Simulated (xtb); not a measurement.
Br₂Ge, triplet, geometry from GFN2-xTB (the spin is typed, not shown lowest); xtb with GFN2-xTB.

Input for xtb:
```
$ xtb mol.xyz --gfn 2 --chrg 0 --uhf 2 --json

# file mol.xyz
3

Ge     0.01662620     0.00626078     1.00353305
Br     1.08727208    -1.65040649    -0.46661885
Br    -1.10247318     1.64468236    -0.45089707
```

What the program printed (banner, timings and long lists left out):

```
   ID    Z sym.   atoms
    1   32 Ge     1
    2   35 Br     2, 3

           -------------------------------------------------
          |                Calculation Setup                |
           -------------------------------------------------

           -------------------------------------------------
          |                 G F N 2 - x T B                 |
           -------------------------------------------------

          ...................................................
          :                      SETUP                      :
          :.................................................:
          :  # basis functions                  30          :
          :  # atomic orbitals                  27          :
          :  # shells                            9          :
          :  # electrons                        18          :
          :  max. iterations                   250          :
          :  Hamiltonian                  GFN2-xTB          :
          :  restarted?                      false          :
          :  GBSA solvation                  false          :
          :  PC potential                    false          :
          :  electronic temp.          300.0000000     K    :
          :  accuracy                    1.0000000          :
          :  -> integral cutoff          0.2500000E+02      :
          :  -> integral neglect         0.1000000E-07      :
          :  -> SCF convergence          0.1000000E-05 Eh   :
          :  -> wf. convergence          0.1000000E-03 e    :
          :  Broyden damping             0.4000000          :
          :  net charge                          0          :
          :  unpaired electrons                  2          :
          ...................................................

 iter      E             dE          RMSdq      gap      omega  full diag
   1     -9.2226969 -0.922270E+01  0.192E+01    2.57       0.0  T
   2     -8.6645182  0.558179E+00  0.322E+01    0.99       1.0  T
   3    -10.0200482 -0.135553E+01  0.147E+01    1.86       1.0  T
   4    -10.0200609 -0.127326E-04  0.147E+01    1.86       1.0  T
   5    -10.1007581 -0.806972E-01  0.655E+00    2.00       1.0  T
   6    -10.0996160  0.114217E-02  0.710E+00    2.01       1.0  T
   7    -10.1030900 -0.347401E-02  0.402E+00    2.02       1.0  T
   8    -10.0857719  0.173181E-01  0.935E+00    2.05       1.0  T
   9    -10.1048122 -0.190403E-01  0.194E+00    2.01       1.0  T
  10    -10.1046914  0.120804E-03  0.263E+00    2.00       1.0  T
  11    -10.1047229 -0.315119E-04  0.203E+00    1.98       1.0  T
  12    -10.1050218 -0.298934E-03  0.772E-01    1.99       1.0  T
  13    -10.1049581  0.637728E-04  0.116E+00    1.99       1.0  T
  14    -10.1049581 -0.494897E-07  0.119E+00    1.99       1.0  T
  15    -10.1050192 -0.610718E-04  0.638E-01    1.99       1.0  T
  16    -10.1050548 -0.355901E-04  0.313E-01    1.99       1.0  T
  17    -10.1050628 -0.807465E-05  0.170E-01    1.99       1.0  T
  18    -10.1050658 -0.292097E-05  0.838E-02    1.99       1.0  T
  19    -10.1050668 -0.106461E-05  0.150E-02    1.99       3.8  T
  20    -10.1050668  0.238756E-07  0.194E-02    1.99       3.0  T
  21    -10.1050668 -0.353878E-07  0.856E-03    1.99       6.7  T
  22    -10.1050668 -0.796624E-08  0.406E-03    1.99      14.2  T
  23    -10.1050669 -0.193700E-08  0.831E-05    1.99     695.1  T
  24    -10.1050669 -0.124167E-11  0.662E-05    1.99     872.7  T

   *** convergence criteria satisfied after 24 iterations ***

 transition dipole moment (au) for excitation:           9          10
     X       Y       Z
  -0.2581  -0.1716   0.0053  total (au/Debye):    0.310   0.788
 dE (eV)             :    3.941
 oscillator strength :  0.13122E-01

         :::::::::::::::::::::::::::::::::::::::::::::::::::::
         ::                     SUMMARY                     ::
         :::::::::::::::::::::::::::::::::::::::::::::::::::::
[...]
         :: total energy             -10.103094955228 Eh    ::
[...]
          |                Property Printout                |
           -------------------------------------------------

    * Orbital Energies and Occupations

         #    Occupation            Energy/Eh            Energy/eV
      -------------------------------------------------------------
         1        2.0000           -0.8589265             -23.3726
         2        2.0000           -0.8552752             -23.2732
         3        2.0000           -0.6386921             -17.3797
         4        2.0000           -0.4773638             -12.9897
         5        2.0000           -0.4545091             -12.3678
         6        1.9999           -0.4493211             -12.2266
         7        1.9908           -0.4453603             -12.1189
         8        1.9319           -0.4434007             -12.0655
         9        1.0775           -0.4385624             -11.9339
        10        1.0000           -0.2937497              -7.9933 (HOMO)
        11                         -0.2206683              -6.0047 (LUMO)
        12                         -0.2072971              -5.6408
        13                         -0.0180271              -0.4905
        14                         -0.0109692              -0.2985
        15                         -0.0013603              -0.0370
        16                          0.0016926               0.0461
        17                          0.0145402               0.3957
        18                          0.0169820               0.4621
        19                          0.0175570               0.4778
        20                          0.0188512               0.5130
        21                          0.0428843               1.1669
       ...                                ...                  ...
        27                          1.1246817              30.6041
      -------------------------------------------------------------
                  HL-Gap            0.0730814 Eh            1.9886 eV
             Fermi-level           -0.3490623 Eh           -9.4985 eV

     #   Z          covCN         q      C6AA      α(0)
     1  32 Ge       1.638     0.246   251.616    33.186
     2  35 Br       0.820    -0.123   188.128    22.114
     3  35 Br       0.820    -0.123   188.128    22.114

 Mol. C6AA /au·bohr⁶  :       1850.137627
 Mol. C8AA /au·bohr⁸  :     135315.945094
 Mol. α(0) /au        :         77.414108

Wiberg/Mayer (AO) data.
largest (>0.10) Wiberg bond orders for each atom

 ---------------------------------------------------------------------------
     #   Z sym  total        # sym  WBO       # sym  WBO       # sym  WBO
 ---------------------------------------------------------------------------
     1  32 Ge   1.757 --     3 Br   0.878     2 Br   0.878
     2  35 Br   1.130 --     1 Ge   0.878     3 Br   0.252
     3  35 Br   1.130 --     1 Ge   0.878     2 Br   0.252
 ---------------------------------------------------------------------------

Topologies differ in total number of bonds
Writing topology from bond orders to xtbtopo.mol

molecular dipole:
                 x           y           z       tot (Debye)
 q only:        0.011       0.004       0.680
   full:        0.022       0.008       1.311       3.334
molecular quadrupole (traceless):
                xx          xy          yy          xz          yz          zz
 q only:       -0.211       2.379      -2.209       0.029      -0.011       2.420
  q+dip:        0.440       6.579      -5.088       0.029      -0.048       4.648
   full:       -0.693       5.685      -5.470       0.078      -0.022       6.163

           -------------------------------------------------
          | TOTAL ENERGY              -10.103094955228 Eh   |
          | GRADIENT NORM               0.000000921039 Eh/α |
          | HOMO-LUMO GAP               1.988647204873 eV   |
           -------------------------------------------------

normal termination of xtb
```
